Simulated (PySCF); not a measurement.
KSn and its ions

UHF-MP2; K def2-SVPD, Sn def2-SVPD with ECP28; scalar-relativistic core potentials (PySCF 2.14). Neutral (UHF): quartet (σ ↑, π ↑↑), Re = 3.337 Å, ωe = 136 cm⁻¹, De = 1.33 eV.

KSn⁺ (UHF): triplet (σ ↑, π ↑), Re = 3.973 Å, ωe = 66.0 cm⁻¹, De = 0.34 eV to K⁺ + Sn. The energies at the minima are -812.56885 hartree for KSn and -812.38105 for KSn⁺.

Question: Work out the adiabatic ionisation energy, without and with harmonic zero-point energies (1 hartree = 27.2114 eV, 1 eV = 8065.5 cm⁻¹), and the change of the bond length.

Answer: At UHF-MP2: 0.18780 hartree = 5.110 eV between the minima; the zero-point term (66.0 − 136.0)/2 cm⁻¹ = -0.004 eV makes it 5.106 eV. Re changes by +63.6 pm against the neutral. The electron leaves a π orbital, and the ion is left as a loose complex of an ion and an atom.

Correlated steps freeze 9 core orbitals. Weak bonds: KSn⁺. Basis-set superposition, not corrected here, can be much of De in a small basis, most of all at correlated wavefunction levels. These are scalar-relativistic numbers at best; spin–orbit coupling would shift them, the dissociation energy most. For an ion De counts to the pair picked by the measured ionisation energies or electron affinities, which need not be the lowest pair at this level. States were picked by a PBE0 search and need not be the measured ground states.
